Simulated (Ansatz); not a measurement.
Isomers of Pb3O4⁺ (doublet), relaxed with PBE0-D4/def2-SVP; total energies from Ansatz at PBE-QIDH/def2-TZVP.

| isomer | description | energy (Eh) |
| --- | --- | --- |
| A | point group C2v; 8 × O–Pb 2.22 to 2.34 Å; 1 × O–O 1.28 Å | -878.40195 |
| B | point group not assigned; 7 × O–Pb 2.06 to 2.47 Å; 1 × O–O 1.28 Å | -878.41483 |
| C | point group Cs; 6 × O–Pb 2.04 to 2.39 Å; 1 × O–O 1.28 Å | -878.39967 |

In the def2 sets Pb takes a core potential; there is no spin–orbit coupling. Correlated methods freeze 16 core orbitals; core or outer-core shells of Pb are correlated, in sets that lack core-valence functions.

The isomers come from a short search, and lower ones may exist.

Q: Work out the relative energies (1 Eh = 2625.5 kJ/mol) and the Boltzmann populations at 1200 K from electronic energies alone (R = 8.314 J/mol/K).

A: ΔE: A 33.8, B 0.0, C 39.8 kJ/mol. RT = 9.98 kJ/mol. Factors exp(−ΔE/RT): A 0.0338, B 1, C 0.0185; sum 1.052. Populations: A 3.2 %, B 95.0 %, C 1.8 %. Zero-point energy, vibrational entropy and symmetry numbers are left out and can shift these; an error of 4 kJ/mol changes a ratio by a factor of 1.5. Over the other density-functional and correlated levels in def2 sets, the gap between B and A ranges from 30 to 43 kJ/mol.
